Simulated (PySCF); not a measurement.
# Two probes of the same atoms: core binding energy and nuclear shielding

Compound: 5-chloro-2-hydroxypyridine, C₅H₄ClNO.
Z-matrix (Å and degrees, PBE0-D3(BJ)/def2-SVP geometry), rows numbered from 1:
```
O 
C   1  1.3358
C   2  1.4036  1  119.13
C   3  1.3842  2  117.87  1  -179.94
C   4  1.3984  3  118.90  2    -0.01
Cl  5  1.7286  4  120.86  3   179.98
C   5  1.3915  4  118.72  3    -0.02
N   2  1.3232  1  117.70  3  -179.95
H   1  0.9683  2  106.01  3  -179.93
H   3  1.0905  2  120.06  1     0.04
H   4  1.0917  3  121.09  2   179.96
H   7  1.0947  5  120.12  4  -179.97
```

Binding energies: PySCF 2.14.0, delta-SCF UKS SCAN, pcX-2 on the ionised atom, pcseg-1 elsewhere, spin-free X2C. Shieldings: GIAO CAM-B3LYP/pcSseg-2, non-relativistic, same geometry.

```json
{"atom": "C2", "isotropic shielding (ppm)": "7.4"}
{"atom": "C3", "isotropic shielding (ppm)": "64.8"}
{"atom": "C4", "isotropic shielding (ppm)": "28.1"}
{"atom": "C5", "isotropic shielding (ppm)": "41.8"}
{"atom": "C7", "isotropic shielding (ppm)": "21.3"}
```

What are the C 1s binding energies of these atoms?

```tsv
atom	environment	C 1s (eV)	isotropic shielding (ppm)
C3	aromatic CH carbon	290.81	64.8
C4	aromatic CH carbon	291.22	28.1
C7	aromatic CH next to a ring nitrogen	291.59	21.3
C5	aromatic C–Cl carbon	291.91	41.8
C2	aromatic carbon bearing oxygen	293.19	7.4
```

Among the listed atoms, is the one with the highest binding energy also the least shielded?

Yes: C2 has both (293.19 eV, 7.4 ppm).

By binding energy: C3 < C4 < C7 < C5 < C2. By shielding: C2 < C7 < C4 < C5 < C3.

Spin contamination (⟨S²⟩ against 0.75 for a pure doublet) is marked for C 1s of C2 (0.86), which makes this value less certain. Isolated species at its PBE0-D3(BJ)/def2-SVP geometry (one conformer only).
